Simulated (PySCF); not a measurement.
C₂H₈Si₂, charge -1, doublet, at the geometry of the source list (a state made from the parent by changing its charge; the spin is typed, not shown lowest) (in this run its highest filled SCF level lies above zero, so its values depend strongly on the basis, on diffuse functions most of all). Base run: DF-SVWN5/3-21G run with PySCF.

Here is a job for PySCF.
```python
from pyscf import gto, scf, dft

mol = gto.M(
    atom='''
C     0.255200    0.360500    1.252100
Si    1.347300   -0.249000   -0.203200
C    -0.259600   -0.389800   -1.242300
Si   -1.342500    0.281200    0.192500
H     0.505500    1.346900    1.631900
H     0.250600   -0.304700    2.112200
H     2.304600    0.741400   -0.698700
H     2.037500   -1.520200    0.036800
H    -0.274600    0.210000   -2.147900
H    -0.504300   -1.405000   -1.545600
H    -1.959900    1.582100   -0.071400
H    -2.360000   -0.653400    0.683600
''',
    basis='3-21g',
    charge=-1,
    spin=1,
    verbose=5,
)

mf = dft.UKS(mol)
mf.xc = 'lda,vwn'
mf = mf.density_fit(auxbasis='def2-universal-jkfit')
mf.kernel()
mf.analyze()
```

Each row names what was changed in the base input (with any setting that the change needs).

```csv
change,basis functions,E (Eh),HOMO (eV),core-seconds (rough)
base,60,-653.33658,4.20,5
basis = pcseg-0,60,-655.97387,4.07,4
basis = 6-31+G*,96,-656.84260,1.99,9
basis = pcseg-1,104,-656.83686,3.17,8
basis = pc-1,104,-656.85352,3.54,8
basis = cc-pVDZ,104,-656.83134,3.82,8
basis = def2-SVPD,152,-656.63990,2.77,10
basis = 6-311++G**,160,-656.93800,1.77,20
basis = aug-pcseg-1,172,-656.87288,1.37,30
basis = def2-TZVPD,232,-656.94200,2.22,20
basis = pc-2,240,-656.95545,2.74,30
basis = cc-pVTZ,240,-656.92343,3.21,30
basis = def2-TZVPP,258,-656.93148,2.91,30
```

Totals compare only among sets that treat the same electrons; sets with core potentials leave the core out.

Open shells are given as the SCF converged; they aren't shown to be the lowest states, and a large step between rows can be another state.
